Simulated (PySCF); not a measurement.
SnCl2(OSiMe3)2, C6H18Cl2O2Si2Sn.
Structure used (PBE0-D3(BJ)/def2-SVP), in Å, numbered top down from 1:
```xyz
31
C6H18Cl2O2Si2Sn angstrom
Sn     0.2758   -0.0128    0.1933
Cl     0.3486   -0.8177    2.3851
Cl     2.4239    0.6806   -0.4071
O     -0.9345    1.4966    0.1315
Si    -1.1065    2.7574    1.2548
C     -2.2777    2.1903    2.5990
C     -1.8008    4.2013    0.2956
C      0.5746    3.1586    1.9854
H     -2.4445    2.9845    3.3443
H     -1.8662    1.3137    3.1236
H     -3.2546    1.9080    2.1769
H     -2.7578    3.9319   -0.1769
H     -1.9777    5.0618    0.9604
H     -1.1057    4.5168   -0.4972
H      0.9649    2.3146    2.5776
H      1.3119    3.3979    1.2035
H      0.5037    4.0263    2.6610
O     -0.2566   -1.4417   -0.9986
Si     0.6841   -2.7397   -1.5569
C      1.5680   -2.1881   -3.1106
C     -0.5157   -4.1326   -1.8847
C      1.9284   -3.2081   -0.2327
H      2.1795   -3.0005   -3.5347
H      2.2353   -1.3407   -2.8875
H      0.8499   -1.8641   -3.8791
H     -1.2767   -3.8288   -2.6197
H      0.0084   -5.0173   -2.2800
H     -1.0343   -4.4248   -0.9587
H      2.6589   -2.4004   -0.0630
H      1.4360   -3.4318    0.7265
H      2.4958   -4.1022   -0.5376
```

Computed with PySCF, TDDFT CAM-B3LYP/def2-SVPD, vertical, gas phase, core orbitals frozen in the response, def2 core potentials past Kr. Spin–orbit coupling is left out.

Ground-to-excited transition dipoles (e·a0, same axes as the geometry; the sign carries no meaning), for the states with f of 0.002 or more among the lowest 8:

```
state  E (eV)      μx      μy      μz
   S2   5.342   0.214   0.119  -0.290
   S3   5.585  -0.132   0.708   0.254
   S4   5.692   0.530  -0.047   0.350
   S5   5.831  -0.242  -0.515   0.347
   S6   5.918   0.172   0.011   0.092
   S7   6.085  -0.230   0.005  -0.169
   S8   6.154   0.152  -0.154  -0.237
```

**Question.** Work out the oscillator strengths.

**Answer.** f = (2/3) ΔE |μ|² with ΔE in hartree (27.2114 eV).

| state | \|μ\|² (au) | \|μ\| (D) | f |
| --- | --- | --- | --- |
| S2 | 0.144 | 0.96 | 0.019 |
| S3 | 0.584 | 1.94 | 0.080 |
| S4 | 0.406 | 1.62 | 0.057 |
| S5 | 0.445 | 1.70 | 0.064 |
| S6 | 0.038 | 0.50 | 0.006 |
| S7 | 0.081 | 0.73 | 0.012 |
| S8 | 0.103 | 0.81 | 0.015 |

**Question.** What angle do the transition dipoles of S5 and S8 make?

**Answer.** |cos θ| = |μa·μb| / (|μa| |μb|) = 0.19, so θ ≈ 79° (taken between 0 and 90°, since the signs are arbitrary).

**Question.** What peak molar absorption coefficient would the strongest computed level give as a lone Gaussian band 0.3 eV wide at half height?

**Answer.** ε(max) = 2.175×10⁸ f / FWHM, with the width in cm⁻¹. S3: 2.175×10⁸ × 0.0798 / 2420 ≈ 7200 L mol⁻¹ cm⁻¹.

The run took 4.7 min wall, 9.4 min CPU (with the writing of density and orbital grids) on 2 threads, Intel Xeon 6975P-C (x86_64), shared host with 192 logical CPUs at a one-minute load of 37, and the process peaked at 4.6 GiB of memory.

One conformer stands for the species.
